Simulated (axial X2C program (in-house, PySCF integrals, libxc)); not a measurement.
# Low determinants of AlTi at the PBE0 level, 2c

Calculated with an in-house relativistic program for diatomic molecules. Two-component (2c) means X2C with spin–orbit coupling and atomic mean-field two-electron Coulomb and Gaunt terms. Basis: Ti dyall-cv3z [10s10p6d4f2g], Al dyall-v3z [8s8p2d1f] (cores contracted in-house); Gaussian nuclei, density fitting, unrestricted open shells. Masses: Ti 47.948 u, Al 26.982 u.

Search at 2.494 Å (vertical energies from the lowest determinant):

```tsv
ΔE (eV)	state	electrons beyond evenly filled partner blocks	electrons in ±ω = 1/2, 3/2, 5/2, 7/2
0.00	Ω = 1/2	ω = 1/2	27 8 0 0
0.02	Ω = 9/2	ω = 1/2, ω = 3/2, ω = 5/2	27 7 1 0
0.24	Ω = 7/2	ω = -1/2, ω = 3/2, ω = 5/2	27 7 1 0
0.35	Ω = 3/2	ω = 3/2	28 7 0 0
0.58	Ω = 5/2	ω = 5/2	28 6 1 0
0.68	Ω = 1/2	2 × ω = -1/2, ω = 3/2	28 7 0 0
0.73	Ω = 5/2	ω = -1/2, 2 × ω = 3/2	27 8 0 0
```

Lowest determinant, Ω = 1/2 (⟨Sz⟩ = 2.50, ⟨Lz⟩ = -2.00 at PBE0): Re = 2.490 Å, ωe = 329.2 cm⁻¹.

The determinant in row 2 of the search, Ω = 9/2 (⟨Sz⟩ = 2.50, ⟨Lz⟩ = 2.00 at PBE0), was followed along the bond at PBE0; measured from the minimum of the lowest determinant it gives:

Te = 0.024 eV (196 cm⁻¹), Re = 2.490 Å, ωe = 329.2 cm⁻¹.

Task: Compare the bond of the determinant in row 2 with that of the lowest one.

Result: At PBE0 its Re is the same within 0.001 Å and its force constant, which goes as ωe², is 1.00 times that of the lowest determinant. T0 ≈ Te + Δωe/2 = 196 + (0) = 196 cm⁻¹.

The search compares states at one distance, so a state with another bond length can lie lower; it is not exhaustive and yields mostly the lowest determinant of each block pattern, so other components and higher states of one pattern are missing. These are energies of single determinants, not of spin-adapted states; PBE0 term energies can be off by some tenths of an eV, and the functional has no current term. The lowest determinant need not be the ground state where others lie within half an eV.
